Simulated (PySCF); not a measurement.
All values below come from PBE-D3(BJ)/def2-TZVP // B3LYP-D3(BJ)/def2-TZVP (PySCF). All species are isolated molecules in the gas phase. One relaxed conformer stands for a flexible species; it need not be the lowest. Delta-SCF ions had no search for a lower state. Excitations are Tamm–Dancoff values on a coarser integration grid. The basis has no diffuse functions, so Rydberg states are missing or too high.

Reference species (SMILES): `C=CCF` (C–C–C–F torsion 0°) (neutral, multiplicity 1).

- HOMO = -6.53 eV
- vertical ionisation energy (Delta-SCF) = 9.97 eV
- T1 excitation (TDA) = 4.58 eV

Changed species: `C=CC[SeH]` (C–C–C–Se torsion -115°, C–C–Se–H torsion 57°) (X = selanyl; the reference has X = fluoro).

Q: Predict the effect on the HOMO, vertical ionisation energy (Delta-SCF) and T1 excitation (TDA).

A: the HOMO rises by 1.11 eV, to -5.42 eV; the vertical ionisation energy (Delta-SCF) decreases by 1.44 eV, to 8.53 eV; the T1 excitation (TDA) falls by 0.82 eV, to 3.76 eV.
